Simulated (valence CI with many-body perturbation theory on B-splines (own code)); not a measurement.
**Br21+ in brief**

Method: valence CI with perturbative core correlation (CI+MBPT): four valence electrons over a frozen Dirac-Fock core [Ne], a basis of 11 s, 11 p, 10 d, 8 f, 5 g, 2 h functions for each j, with the one-electron correlation potential Σ1, the two-electron term Σ2, the three-electron term Σ3, Breit, model QED; selected CI, second order for the rest, scaled by the run's own slope (own B-spline code, finite nucleus).

No measured levels were compared; by estimate levels of excited configurations hold to 0.05 to 0.15 % of their energy, terms of the ground configuration to about 0.5 %. Among the levels kept, up to 800 cm⁻¹ of a level comes from second order outside the variational space, and about a tenth of that is noise between levels of different J, which matters for small intervals.

Names give the largest LS component (configuration and term), which can be under half, so a name can repeat, a term be missing and a line seem to break the LS rules; names also repeat where a configuration has a term twice.

Rates and lifetimes use the calculated energies. Strong lines usually hold to 10 to 20 %, long lifetimes can be off by a factor of two.

**Question.** What is the ground level?

**Answer.** 3s2 3p2 3P_0, composition 85 % 3s2 3p2 3P + 13 % 3s2 3p2 1S.

**Question.** How is the term 3P of the ground level split?

**Answer.** J = 0 at 0, J = 1 at 58030, J = 2 at 82520 cm⁻¹.

**Question.** How well does LS coupling describe the low levels?

**Answer.** Among the lowest 20 levels the leading LS term, summed over configurations, holds 76 % on average. For single configurations the figures are 70 % in LS and 71 % in jj coupling. Terms mix most in the J = 2 level at 635990 cm⁻¹, where the leading one holds 40 %.

**Question.** Where does the other parity begin?

**Answer.** At 3s 3p3 5S°_2, 435760 cm⁻¹.

**Question.** Name the longest-lived excited levels whose lifetime is computed, and their main decay.

**Answer.** 3s2 3p2 3P_2 at 82520 cm⁻¹ lives 7.89 ms, mostly by M1 to 3s2 3p2 3P_1; 3s2 3p2 3P_1 at 58030 cm⁻¹ lives 327 μs, mostly by M1 to 3s2 3p2 3P_0; 3s2 3p2 1D_2 at 162840 cm⁻¹ lives 92.5 μs, mostly by M1 to 3s2 3p2 3P_1. The lifetime of 3s2 3p 3d 3F°_4 is too uncertain to give, and may be longer.

**Question.** What is the ionisation energy?

**Answer.** 919.77 eV; NIST lists 920.8 ± 2.2 eV (semi-empirical).

**Question.** Among levels below 2081500 cm⁻¹, which E1 lines absorb most strongly from the ground level?

**Answer.** to 3s2 3p 3d 3D°_1 at 11.88 nm, f = 0.518; to 3s 3p3 1P°_1 at 12.14 nm, f = 0.158; to 3s 3p3 3S°_1 at 13.50 nm, f = 0.133.
